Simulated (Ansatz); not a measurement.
CH₅GaOS (`[OH][GaH][CH2]S`). The species carries charge 0 and has multiplicity 1.

```xyz
9

O     0.430    1.271   -1.817
Ga    0.035    0.889   -0.114
C     0.614   -0.895    0.448
S    -1.004   -1.745    0.412
H     0.027    2.078   -2.144
H    -0.836    1.876    0.730
H     1.111   -1.039    1.405
H     1.205   -1.367   -0.338
H    -1.581   -1.067    1.418
```

Problem. List the harmonic frequencies (cm⁻¹, unscaled) at PBE0-D4/def2-TZVP in Ansatz. (Estimate.)

Solution. Computed: 55, 115, 163, 250, 370, 478, 556, 611, 664, 693, 717, 836, 886, 1092, 1140, 1418, 1982, 2697, 3103, 3173, 3909.

Problem. Is this a minimum?

Solution. Yes, all 21 modes are real.

Problem. Give the ideal-gas thermochemistry at 298.15 K and 1 bar (rigid rotor, harmonic oscillator; point group C1, symmetry number 1).

Solution. Zero-point energy 149.0 kJ/mol; H(298) − E = 169.6 kJ/mol; entropy 350.2 J/(mol·K), of which translation 170.0, rotation 112.3, vibration 67.9; G(298) − E = 65.2 kJ/mol. Modes under 100 cm⁻¹ are hindered rotations or soft bends, so the harmonic entropy is rough.

Problem. And at 400, 500, 600, 800 and 1000 K?

Solution. 
```
T (K)  H − E (kJ/mol)  S (J/mol/K)  G − E (kJ/mol)
  400           181.1        383.2            27.8
  500           193.9        411.6           -12.0
  600           207.7        436.8           -54.4
  800           237.8        480.0          -146.2
 1000           270.2        516.1          -245.9
```

Problem. Rotational constants (cm⁻¹)?

Solution. 0.2923, 0.06087, 0.05865.
